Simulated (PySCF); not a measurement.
**Computed structure and properties of [Er(NH2)2]+**

System: [Er(NH2)2]+ (singlet in the valence; each metal's 4f electrons, 11 of them, lie in its core potential, out of spins and levels); start: displaced along the imaginary mode (C2). Method: PySCF 2.14.0, RKS PBE0, Er lcecp-1-SVP with ECP57, N def2-SVP, H def2-SVP; non-relativistic Hamiltonian with scalar-relativistic core potentials where named; density fitting; no spin-orbit coupling.

Input of the relaxation:

```python
mol = gto.M(atom='''
Er    -0.00000    -0.00000    -0.19325
N      1.72972    -0.00623     0.94298
H      2.31762    -0.83619     1.21588
H      1.99117     0.78304     1.59086
N     -1.72972     0.00623     0.94298
H     -2.31762     0.83619     1.21588
H     -1.99117    -0.78304     1.59086''',
    basis={'Er': 'lcecp-1-SVP', 'N': 'def2-SVP', 'H': 'def2-SVP'},
    ecp={'Er': 'lcecp-1-SVP'},
    charge=1, spin=0)
mf = dft.RKS(mol, xc='PBE0')
mf.grids.atom_grid = (50, 194)  # f atoms: unpruned, at least (60, 302)
mf = mf.density_fit()  # fitting sets: Er AutoAux, N def2-universal-JKFIT, H def2-universal-JKFIT
mf.conv_tol = 1e-08; mf.max_cycle = 55
mf.kernel(dm0)  # dm0: converged density of the start geometry
# quasi-Newton relaxation in Cartesian coordinates to a largest gradient under 0.00045 Eh/bohr, steps kept in the point group
```

Run from Python with OMP_NUM_THREADS=2; the lines above give its settings. Where DIIS fails, smearing, a level shift and second-order steps follow.
It took 56 s on 2 threads of Arm Neoverse V1, with other jobs on the host, from the converged density of the start.

Course of the relaxation:

```tsv
step	energy above end (eV)	largest force component within the symmetry (eV/Å)
0	0.5113	1.115
1	0.3930	0.142
2	0.3275	0.572
3	0.3035	0.735
4	0.2597	0.686
5	0.1977	0.559
6	0.1507	0.892
7	0.1221	0.841
16	0.0076	0.095
17	0.0058	0.088
18	0.0019	0.134
19	0.0004	0.024
20	0.0001	0.038
21	0.0000	0.023
```
(The steps between are left out.)

Relaxed geometry (C2v):

```xyz
7

Er    0.0000    0.0000   -0.2558
N     1.6181   -0.1644    0.9898
H     2.6147   -0.2596    0.7819
H     1.5401   -0.1684    2.0093
N    -1.6181    0.1644    0.9898
H    -2.6147    0.2596    0.7819
H    -1.5401    0.1684    2.0093
```

| contact | Å |
| --- | --- |
| Er1–N2 (NH2) | 2.049 |
| Er1–N5 (NH2) | 2.049 |

On the finer grid (75, 302):

```
HOMO                                                          : -11.72 eV
LUMO                                                          : -6.84 eV
Dipole about the centre of mass                               : 2.79 D
Set of Mulliken populations of Er1 outside the core potential : s 2.25, p 6.18, d 1.33, f 0.05
D3(BJ) dispersion energy (not in the energies)                : -0.091 eV
```

```
atom  Mulliken (e)  Löwdin (e)  spin (e)
 Er1          1.19        1.00      0.00
  N2         -0.46       -0.22      0.00
  H3          0.18        0.11      0.00
  H4          0.19        0.11      0.00
  N5         -0.46       -0.22      0.00
  H6          0.18        0.11      0.00
  H7          0.19        0.11      0.00
```

The 4f levels lie in the core potential and are missing. Their spin isn't counted.

On the grid (50, 194), as all that follows. Harmonic modes: a minimum; lowest 141 cm⁻¹ (negative: unstable), highest 3610 cm⁻¹, zero-point energy 1.318 eV.

Taking off one NH2 (charge -1, singlet; the rest: singlet) in vacuum, both parts rigid, costs 17.33 eV; the small basis without counterpoise inflates it. Most of it is the attraction of opposite charges; other ways to part are cheaper, and one spin state was tried for the rest.

Rigid scan of NH2 along the line from its metal:

distance to N2 (Å), energy (eV) and a bar:
```
     1.75      1.448 #########
     1.85      0.557 ###
     1.95      0.121 #
     2.05      0.000 
     2.15      0.093 #
     2.25      0.329 ##
     2.45      1.037 ######
     2.75      2.292 ##############
     3.15      3.838 #######################
     3.65      5.010 ##############################
```

One start shape was tried, so this needn't be the lowest isomer.

An lcecp potential fixes the number of 4f electrons, so in runs with it no electron can move into or out of that shell.
